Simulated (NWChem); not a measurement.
System: C2H4O2Si; SMILES O[Si@@H]1C=CO1

Here is an NWChem input.

```
start job
memory heap 200 mb stack 900 mb global 1100 mb
geometry units angstroms noautoz
  O     -0.064293     1.890143    -0.421622
  Si     0.070548     0.478432     0.414621
  C      1.052007    -0.962716    -0.166187
  C     -0.155863    -1.568510    -0.231477
  O     -1.171610    -0.701400     0.067800
  H     -0.027615     1.834707    -1.381846
  H      0.060664     0.874067     1.839340
  H      2.037897    -1.391328    -0.325683
  H     -0.444527    -2.603820    -0.456060
end
basis spherical
  * library def2-tzvp
end
dft
  xc becke88 lyp
  iterations 150
  semidirect filesize 400000000
  mulliken
end
task dft energy
```

Parts of the log:

```
             Northwest Computational Chemistry Package (NWChem) 7.3.0
             --------------------------------------------------------

 C1  symmetry detected

                             Geometry "geometry" -> ""
                             -------------------------

 Output coordinates in angstroms (scale by  1.889725989 to convert to a.u.)

  No.       Tag          Charge          X              Y              Z
 ---- ---------------- ---------- -------------- -------------- --------------
    1 O                    8.0000    -0.02092429     1.89912740    -0.41298575
    2 Si                  14.0000     0.07298749     0.48214613     0.41993505
    3 C                    6.0000     1.11811396    -0.93858717    -0.09652869
    4 C                    6.0000    -0.07165315    -1.56209393    -0.25744062
    5 O                    8.0000    -1.12067173    -0.71329071    -0.02878901
    6 H                    1.0000     0.08878427     1.85292259    -1.36811805
    7 H                    1.0000    -0.05035897     0.86471369     1.84291667
    8 H                    1.0000     2.11988736    -1.35067706    -0.18460994
    9 H                    1.0000    -0.32613429    -2.59961190    -0.51126541

 Effective nuclear repulsion energy (a.u.)     227.1073736573

                                 NWChem DFT Module
                                 -----------------

 Summary of "ao basis" -> "ao basis" (spherical)
 ------------------------------------------------------------------------------
       Tag                 Description            Shells   Functions and Types
 ---------------- ------------------------------  ------  ---------------------
 O                         def2-tzvp                11       31   5s3p2d1f
 Si                        def2-tzvp                13       37   5s5p2d1f
 C                         def2-tzvp                11       31   5s3p2d1f
 H                         def2-tzvp                 4        6   3s1p

            General Information
            -------------------
          SCF calculation type: DFT
          Wavefunction type:  closed shell.
          No. of atoms     :     9
          No. of electrons :    46
           Alpha electrons :    23
            Beta electrons :    23
          Charge           :     0
          Spin multiplicity:     1
          Use of symmetry is: off; symmetry adaption is: off
          Maximum number of iterations: 150
          AO basis - number of functions:   185
                     number of shells:    73
          Convergence on energy requested:  1.00D-06
          Convergence on density requested:  1.00D-05
          Convergence on gradient requested:  5.00D-04

              XC Information
              --------------
                    Becke 1988 Exchange Functional  1.000
              Lee-Yang-Parr Correlation Functional  1.000

             Grid Information
             ----------------
          Grid used for XC integration:  medium
          Radial quadrature: Mura-Knowles
          Angular quadrature: Lebedev.
          Tag              B.-S. Rad. Rad. Pts. Rad. Cut. Ang. Pts.
          ---              ---------- --------- --------- ---------
          O                   0.60       49          12.0       434
          Si                  1.10       88          10.0       590
          C                   0.70       49          11.0       434
          H                   0.35       45          12.0       434
          Grid pruning is: on
          Number of quadrature shells:   464
          Spatial weights used:  Erf1

      Superposition of Atomic Density Guess
      -------------------------------------

 Sum of atomic energies:        -515.74591820

      Non-variational initial energy
      ------------------------------

 Total energy =    -518.160333
 1-e energy   =   -1160.846532
 2-e energy   =     415.578826
 HOMO         =      -0.299352
 LUMO         =       0.002713

------------------------------------------------------------
EAF file 0: "./job.aoints.0" size=686292992 bytes
------------------------------------------------------------
               write      read    awrite     aread      wait
               -----      ----    ------     -----      ----
     calls:     1309         0         0         0         0
   data(b): 6.86e+08  0.00e+00  0.00e+00  0.00e+00
   time(s): 0.00e+00  0.00e+00  0.00e+00  0.00e+00  0.00e+00
rate(mb/s): 0.00e+00  0.00e+00
------------------------------------------------------------

     ---------------------------------------------
      Total Density - Mulliken Population Analysis
     ---------------------------------------------

    Atom       Charge   Shell Charges
 -----------   ------   -------------------------------------------------------
    1 O    8     8.83   0.79  1.18  0.59  0.95  0.24  2.01  2.20  0.84  0.00  0.01  0.00
    2 Si  14    12.92   2.00  0.59  1.39  0.79  0.37  4.10  1.73  0.47  0.84  0.20  0.19  0.17  0.08
    3 C    6     6.72   0.86  1.12  0.57  0.71  0.14  1.29  1.49  0.50  0.01  0.03  0.01
    4 C    6     5.61   0.86  1.12  0.55  0.59  0.09  1.02  1.02  0.24  0.03  0.08  0.01
    5 O    8     8.69   0.79  1.18  0.60  0.97  0.26  1.97  2.17  0.73  0.00  0.02  0.00
    6 H    1     0.55   0.19  0.25  0.06  0.04
    7 H    1     1.04   0.22  0.53  0.27  0.01
    8 H    1     0.80   0.23  0.43  0.12  0.02
    9 H    1     0.85   0.24  0.45  0.14  0.02

   convergence    iter        energy       DeltaE   RMS-Dens  Diis-err
 ---------------- ----- ----------------- --------- --------- ---------
 d= 0,ls=0.0,diis     1   -518.5190538780 -7.46D+02  8.01D-03  1.68D+00
 d= 0,ls=0.0,diis     2   -518.3005424695  2.19D-01  6.06D-03  3.68D+00
 d= 0,ls=0.0,diis     3   -518.6107097955 -3.10D-01  2.11D-03  4.21D-01
 d= 0,ls=0.0,diis     4   -518.6302589083 -1.95D-02  1.24D-03  1.44D-01
 d= 0,ls=0.0,diis     5   -518.6463124387 -1.61D-02  4.20D-04  1.21D-02
  Resetting Diis
 d= 0,ls=0.0,diis     6   -518.6477059712 -1.39D-03  1.29D-04  1.48D-03
 d= 0,ls=0.0,diis     7   -518.6478606124 -1.55D-04  9.28D-05  1.15D-04
 d= 0,ls=0.0,diis     8   -518.6478048894  5.57D-05  6.47D-05  6.04D-04
 d= 0,ls=0.0,diis     9   -518.6478724676 -6.76D-05  1.23D-05  1.34D-05
 d= 0,ls=0.0,diis    10   -518.6478736253 -1.16D-06  4.25D-06  1.85D-06
 d= 0,ls=0.0,diis    11   -518.6478738289 -2.04D-07  7.40D-07  5.17D-08

         Total DFT energy =     -518.647873828921
      One electron energy =    -1165.074260150272
           Coulomb energy =      469.814218584803
    Exchange-Corr. energy =      -50.495205920768
 Nuclear repulsion energy =      227.107373657316

 Numeric. integr. density =       45.999993086990

                       DFT Final Molecular Orbital Analysis
                       ------------------------------------

 Vector   21  Occ=2.000000D+00  E=-2.874122D-01
              MO Center= -4.9D-01, -8.3D-02, -9.7D-02, r^2= 3.3D+00
   Bfn.  Coefficient  Atom+Function         Bfn.  Coefficient  Atom+Function
  ----- ------------  ---------------      ----- ------------  ---------------
   136      0.275276  5 O  px               139      0.224249  5 O  px
     6      0.214766  1 O  px               137      0.199416  5 O  py
     9      0.174368  1 O  px               142      0.163307  5 O  px
   140      0.161685  5 O  py                12      0.137814  1 O  px
    74      0.123320  3 C  px                 7      0.121737  1 O  py

 Vector   22  Occ=2.000000D+00  E=-2.687334D-01
              MO Center=  4.6D-01, -9.8D-02,  1.4D-01, r^2= 3.3D+00
   Bfn.  Coefficient  Atom+Function         Bfn.  Coefficient  Atom+Function
  ----- ------------  ---------------      ----- ------------  ---------------
    75      0.263974  3 C  py                78      0.201789  3 C  py
     6     -0.155054  1 O  px               169     -0.139566  7 H  s
   170     -0.136625  7 H  s                  7      0.132603  1 O  py
    81      0.129893  3 C  py                 9     -0.124977  1 O  px
   181      0.121330  9 H  s                 72      0.114761  3 C  s

 Vector   23  Occ=2.000000D+00  E=-2.047833D-01
              MO Center=  1.6D-01, -9.0D-01, -1.1D-01, r^2= 2.2D+00
   Bfn.  Coefficient  Atom+Function         Bfn.  Coefficient  Atom+Function
  ----- ------------  ---------------      ----- ------------  ---------------
   138     -0.291318  5 O  pz                76      0.275216  3 C  pz
   141     -0.237833  5 O  pz                79      0.228083  3 C  pz
    82      0.215144  3 C  pz               144     -0.204520  5 O  pz
   107      0.167337  4 C  pz               110      0.145922  4 C  pz
    75     -0.103726  3 C  py               137      0.097674  5 O  py

 Vector   24  Occ=0.000000D+00  E=-4.499842D-02
              MO Center=  2.4D-01, -6.9D-01, -2.1D-01, r^2= 3.8D+00
   Bfn.  Coefficient  Atom+Function         Bfn.  Coefficient  Atom+Function
  ----- ------------  ---------------      ----- ------------  ---------------
   113      0.536700  4 C  pz                50      0.336932  2 Si py
   107      0.335100  4 C  pz                82     -0.318955  3 C  pz
   104      0.319007  4 C  s                  5     -0.305483  1 O  s
   110      0.305007  4 C  pz                36     -0.290457  2 Si s
   164      0.282319  6 H  s                 51     -0.225643  2 Si pz

 Vector   25  Occ=0.000000D+00  E=-4.431257D-03
              MO Center=  4.7D-01,  8.0D-01,  1.9D-01, r^2= 4.9D+00
   Bfn.  Coefficient  Atom+Function         Bfn.  Coefficient  Atom+Function
  ----- ------------  ---------------      ----- ------------  ---------------
   104     -1.225591  4 C  s                 73      1.218291  3 C  s
    49     -0.714242  2 Si px                 5      0.644752  1 O  s
   164     -0.601959  6 H  s                 36     -0.570435  2 Si s
    80     -0.511787  3 C  px                50     -0.396845  2 Si py
   111     -0.346598  4 C  px               112     -0.346924  4 C  py

[...]
```

Level: BLYP/def2-TZVP. Coordinates come from a PBE0/def2-SVP optimisation.
